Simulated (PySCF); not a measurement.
Al(Me)(OH) (CH4AlO), SMILES [CH3][Al+][OH], charge +1.

The structure is a stationary point at TPSSh-D3(BJ)/def2-TZVP. The spin state was assumed, not searched. The isomer is the one that the SMILES or the coordinates give; other isomers of the formula were not compared. Other conformers were not sampled.

These are C-PCM-B3LYP/def2-SVP in PySCF values and carry that method's errors.

The values are the electrostatic part of the solvation free energy, E(continuum) − E(gas) at the gas-phase geometry, in a cavity of scaled van der Waals radii (PySCF's table); cavitation and dispersion terms are not included. A continuum can't describe solvent molecules that bind to the metal. In vacuum the orbital gap is 7.82 eV.

Question: Estimate the values in water (ε = 78.36), diethylether (ε = 4.24), ethylethanoate (ε = 5.99). (An estimate is asked for; the answer gives what the named calculation found.)

Answer: 
```csv
solvent,ε,ΔG(elec) (kcal/mol),gap (eV)
water,78.36,-66.7,8.03
diethylether,4.24,-51.5,7.99
ethylethanoate,5.99,-56.2,8.00
```
